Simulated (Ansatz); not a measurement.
Reaction (hydrogenolysis of the Al–I bond): `F[CH2][AlH][I]` + H₂ → `F[CH2][AlH2]` + HI

Computed with Ansatz on PBE0-D4/def2-TZVP structures; ΔE is electronic, products minus reactants. CBS: MP2 limit from def2 TZ/QZ plus the TZ coupled-cluster correction, frozen cores. This one scheme is used for every species. DFT in def2-TZVPP. Elements past krypton have def2 core potentials. For I outer-core shells are correlated without core-valence functions, which leaves a few kJ/mol of doubt a bond. Each species was taken in one conformer, which may not be the lowest.

`F[CH2][AlH][I]`:

Cartesian coordinates in Å:
```
F 0.004 -1.130 -1.501
C -0.534 -0.062 -0.793
Al 0.398 0.293 0.915
I 2.299 -1.127 1.578
H -1.598 -0.272 -0.616
H -0.506 0.825 -1.440
H -0.063 1.474 1.857
```

H₂:

Z-matrix (Å, degrees):
```
H
H 1 0.746
```

`F[CH2][AlH2]`:

Z-matrix (Å, degrees):
```
C
Al 1 1.981
F 1 1.398 2 112.4
H 1 1.099 2 111.6 3 121.1
H 1 1.099 2 111.6 3 -121.1
H 2 1.589 1 117.1 3 -179.9
H 2 1.583 1 121.0 3 0.1
```

HI:

```xyz
2

I     0.224    0.152   -0.758
H    -0.224   -0.152    0.758
```

| level | ΔE (kJ/mol) |
| --- | --- |
| LC-ωPBE | 132.9 |
| HF/CBS(def2) | 127.4 |

Task: What does CCSD(T)/CBS give? (Estimate.)

Result: Ansatz gave: +145.2 kJ/mol. The listed levels differ from it by -12.3, -17.8 kJ/mol.

Task: What do rigid-rotor, harmonic-oscillator terms from PBE0-D4/def2-TZVP frequencies (298.15 K, 1 bar) make of the CCSD(T)/CBS value? (Best estimate.)

Result: Computed: ΔZPE = +0.8 kJ/mol, ΔH = +143.2 kJ/mol, ΔS = 20 J/(mol·K), ΔG = +137.3 kJ/mol.

Largest T1 diagnostic among the species: 0.011.

At CCSD(T), def2-SVP lies −17.2 kJ/mol from the extrapolated value and def2-TZVPP −7.8 kJ/mol. Leaving LDA and LC-ωPBE aside and taking each functional with its dispersion term where it has one, the values, not all of them listed here, spread over 23.9 kJ/mol, from B97M-V to r2SCANh-D4.
